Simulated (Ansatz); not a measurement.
The input (input.yaml):

```yaml
accuracy: low
crystal:
  lattice:
    - [-2.29, -3.966396, 0.0]
    - [3.435, -1.983198, 0.0]
    - [0.0, 0.0, 7.17686]
  atoms:
    - { symbol: Be, position: [0.74938205, 0.49912393, 0.00025093] }
    - { symbol: Be, position: [0.50126536, 0.32933358, 0.24897705] }
    - { symbol: Be, position: [0.74200626, 0.49620764, 0.50397438] }
    - { symbol: Be, position: [0.50115298, 0.3300714, 0.75287804] }
    - { symbol: Be, position: [0.50108866, 0.00438381, -0.00263992] }
    - { symbol: Be, position: [0.26021143, 0.83873531, 0.24623534] }
    - { symbol: Be, position: [0.5013139, 0.00503983, 0.50138984] }
    - { symbol: Be, position: [0.25286892, 0.83506494, 0.75006384] }
    - { symbol: Be, position: [0.25298925, 0.49936482, 0.00026154] }
    - { symbol: Be, position: [0.00107209, 0.3255434, 0.2460301] }
    - { symbol: Be, position: [0.26040084, 0.49575802, 0.50406065] }
    - { symbol: Be, position: [0.00112499, 0.33914607, 0.75302202] }
    - { symbol: Be, position: [0.0010755, -0.00465385, -0.00289481] }
    - { symbol: Be, position: [0.74194539, 0.83834315, 0.24627353] }
    - { symbol: Be, position: [0.00104173, 0.00866836, 0.50405945] }
    - { symbol: Be, position: [0.74941226, 0.83523052, 0.75003806] }
    - { symbol: H, position: [0.00224069, 0.66713846, 0.37481977] }
basis:
  ecutwfc: 420.0
kpoints:
  mp_grid: { grid: [4, 4, 3] }
hamiltonian:
  xc: pbe
  dispersion: d3bj
scf:
  occupations: { method: fermi_dirac, width: 0.05 }
  lower_state_search: "off"
  max_iter: 77
md:
  timestep: 0.5
  n_steps: 60
  ensemble: nvt_langevin
  temperature: 1500.0
  initial_velocities: maxwell_boltzmann
  seed: 464134
  friction: 0.5
```

Run as:

```bash
$ ansatz run input.yaml --threads 1 --pin off --max-ram 3072MiB --backend cpu --events-out ev --progress --plain --runs-dir out
```

Hardware: 1 thread of Intel(R) Xeon(R) Platinum 8259CL CPU @ 2.50GHz (Skylake/Cascade Lake) (shared host).

Q: Roughly how long does this run take, and how much memory?

A: 6.8 min, with a peak of 0.47 GiB, for 61 ionic steps.
